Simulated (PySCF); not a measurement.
Spin-rotation constants: bis(2,2,2-trifluoroethyl)amine (SMILES N(CC(F)(F)F)CC(F)(F)F)

Geometry:
```
atom   x (Å)   y (Å)   z (Å)
  F1   2.517  -0.665   1.282
  C2   2.370  -0.127   0.063
  F3   2.741  -1.058  -0.819
  F4   3.259   0.872  -0.028
  C5   0.948   0.370  -0.167
  N6   0.048  -0.762  -0.095
  C7  -1.296  -0.527  -0.546
  C8  -2.106   0.443   0.329
  F9  -1.713   1.720   0.187
 F10  -3.411   0.407   0.035
 F11  -1.984   0.151   1.633
 H12   0.905   0.801  -1.172
 H13   0.763   1.166   0.571
 H14   0.061  -1.180   0.830
 H15  -1.277  -0.121  -1.561
 H16  -1.832  -1.479  -0.552
```

Computed with GIAO B97-2/pcSseg-1 magnetisability, rotational g tensor and spin-rotation constants, non-relativistic, gas phase in PySCF 2.14.0. Geometry: GFN2-xTB.

Question: Give the nuclear spin-rotation constants along the inertial axes (H = +C I·J) beside the isotropic shieldings.

Answer: Rotational constants 2.5113, 0.4658, 0.4596 GHz. A star marks the isotopologue with that one atom substituted, in its own axes.
```tsv
atom	isotope	Caa (kHz)	Cbb (kHz)	Ccc (kHz)	mean (kHz)	σ (ppm)
F1	19F	3.963	0.506	0.388	1.619	267.2
F3	19F	3.509	0.519	0.500	1.509	262.0
F4	19F	3.204	0.527	0.558	1.430	260.6
N6	14N	0.126	0.020	0.014	0.053	231.8
F9	19F	3.843	0.440	0.590	1.624	252.6
F10	19F	2.183	0.672	0.604	1.153	260.3
F11	19F	3.522	0.579	0.382	1.494	268.9
H12	1H	-0.247	-0.059	0.020	-0.096	28.9
H13	1H	-0.182	0.000	-0.042	-0.075	28.0
H14	1H	-0.295	-0.057	0.005	-0.116	30.5
H15	1H	-0.284	-0.053	0.022	-0.105	28.7
H16	1H	-0.255	0.012	-0.044	-0.095	28.2
C2	13C*	0.777	0.145	0.142	0.355	54.1
C5	13C*	0.481	0.092	0.095	0.223	131.1
```
For the geometry as given, no vibrational averaging.
